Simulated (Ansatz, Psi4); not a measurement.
# A ladder of methods for C3H9In (SMILES [CH3][In]([CH3])[CH3])

C3H9In: 13 atoms, total charge 0, spin state singlet. As SMILES, `[CH3][In]([CH3])[CH3]`. Geometry: relaxed at PBE0-D4/def2-TZVP.

```xyz
13

C    -0.5062    1.8979   -0.9028
In    0.0079   -0.0033   -0.0069
C     1.4753   -0.0886    1.5810
C    -0.9566   -1.8182   -0.6832
H     0.3294    2.5980   -0.8537
H    -1.3449    2.3394   -0.3570
H    -0.8115    1.7770   -1.9433
H     1.2764   -0.9182    2.2612
H     1.5007    0.8425    2.1493
H     2.4672   -0.2427    1.1466
H    -1.2547   -1.7439   -1.7301
H    -1.8587   -1.9908   -0.0893
H    -0.3040   -2.6837   -0.5571
```

Each level gives the vertical ionisation energy (to the doublet cation) (eV). The values are calculated.

| level | kind | program | value (eV) | less CCSD(T)/def2-SVP |
| --- | --- | --- | --- | --- |
| HF/def2-SVP (core potential) | Hartree–Fock | Ansatz | 8.23 | -0.70 |
| SVWN5/def2-SVP (core potential) | LDA | Ansatz | 8.89 | -0.04 |
| BLYP/def2-SVP (core potential) | GGA | Ansatz | 8.49 | -0.44 |
| PBE/def2-SVP (core potential) | GGA | Ansatz | 8.67 | -0.26 |
| r2SCAN/def2-SVP (core potential) | meta-GGA | Ansatz | 8.73 | -0.20 |
| B3LYP/def2-SVP (core potential) | global hybrid | Ansatz | 8.85 | -0.08 |
| wB97X-V/def2-SVP (core potential) | range-separated hybrid | Psi4 | 9.14 | +0.21 |
| MP2/def2-SVP (core potential) | perturbation theory | Ansatz | 9.13 | +0.20 |
| CCSD(T)/def2-SVP (core potential) | coupled cluster or CI | Ansatz | 8.93 | 0.00 |

CCSD(T)/def2-SVP (core potential) is the highest level here, not the true value. Spin-orbit coupling, which can split open shells on such heavy atoms by tenths of an eV, is left out. The values span 8.23 to 9.14 eV. Spin contamination of the reference (⟨S²⟩ at least 0.1 too high) touches HF/def2-SVP, MP2/def2-SVP, CCSD(T)/def2-SVP. In the correlated wave-function rows the outer d shell of In is correlated, in sets not made for it.
